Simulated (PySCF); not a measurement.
5-ethynylpyrimidine (C6H4N2), SMILES C#Cc1cncnc1. Atoms are numbered in the order given.

```xyz
12

C      0.0000     0.0000     3.1972
C      0.0000     0.0000     1.9844
C      0.0000     0.0000     0.5607
C      0.0000     1.1880    -0.1894
N      0.0000     1.1879    -1.5145
C      0.0000     0.0000    -2.1131
N      0.0000    -1.1879    -1.5145
C      0.0000    -1.1880    -0.1894
H      0.0000     0.0000     4.2719
H      0.0000     2.1588     0.3188
H      0.0000     0.0000    -3.2094
H      0.0000    -2.1588     0.3188
```

The structure is a stationary point at PBE0-D3(BJ)/def2-SVP.

All values below come from HF/pcSseg-1 in PySCF.

GIAO shieldings, no solvent; atoms alike by connectivity are averaged. δ = σ(ref) − σ: ¹³C against TMS (σ = 192.6 ppm); ¹⁵N against NH3 (σ = 267.3 ppm); ¹H against TMS (σ = 31.99 ppm), references at their B3LYP-D3(BJ)/def2-TZVP geometries, non-relativistic.

```json
[
 {"nucleus": "¹³C", "atoms": "C4, C8", "count": "2", "δ (ppm)": "176.0"},
 {"nucleus": "¹³C", "atoms": "C6", "count": "1", "δ (ppm)": "170.7"},
 {"nucleus": "¹³C", "atoms": "C3", "count": "1", "δ (ppm)": "119.8"},
 {"nucleus": "¹³C", "atoms": "C1", "count": "1", "δ (ppm)": "96.9"},
 {"nucleus": "¹³C", "atoms": "C2", "count": "1", "δ (ppm)": "74.3"},
 {"nucleus": "¹⁵N", "atoms": "N5, N7", "count": "2", "δ (ppm)": "326.6"},
 {"nucleus": "¹H", "atoms": "H11", "count": "1", "δ (ppm)": "9.62"},
 {"nucleus": "¹H", "atoms": "H10, H12", "count": "2", "δ (ppm)": "9.45"},
 {"nucleus": "¹H", "atoms": "H9", "count": "1", "δ (ppm)": "4.29"}
]
```
